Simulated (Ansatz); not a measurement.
System: KCl, net charge 0, singlet state. SMILES: [Cl][K]
Structure (B3LYP-D3(BJ)/def2-TZVP (Ansatz, a program for electronic structure) minimum search):
```
K
Cl 1 2.7015
```
Charge 0, spin multiplicity 1.

Wanted: atomisation energy, in kcal/mol. Terms: 6-31G* and kin with 6d, 5d where marked; frozen cores in correlated levels (noble-gas shells and the d and f shells of earlier blocks; the outer core of K, Ca and congeners matters and is frozen too); open shells spin-unrestricted; atomisation electronic, to ground-state atoms; 6-311+G** with 5d, 6d on Na to Ar in Ansatz; non-relativistic; no spin-orbit coupling; LANL2DZ with its own core potentials from Na on. First-principles rows: single points at B3LYP-D3(BJ) geometries (Ansatz).

| level | program | atomisation energy (kcal/mol) |
|---|---|---|
| MP2/STO-3G | Ansatz | 77.6 |
| MP2/3-21G | Ansatz | 79.5 |
| MP2/LANL2DZ | Ansatz | 73.6 |
| MP2/6-31G* | Ansatz | 92.1 |
| MP2/6-31G* with LANL2DZ past Ar | Ansatz | 81.5 |
| MP2/6-311+G** | Ansatz | 92.6 |

No value to compare with is used here. The 6 habitual levels span 73.6 (MP2/LANL2DZ) to 92.6 kcal/mol (MP2/6-311+G**).

The sets are all those run for this method; runs whose electronic state is in doubt are left out.
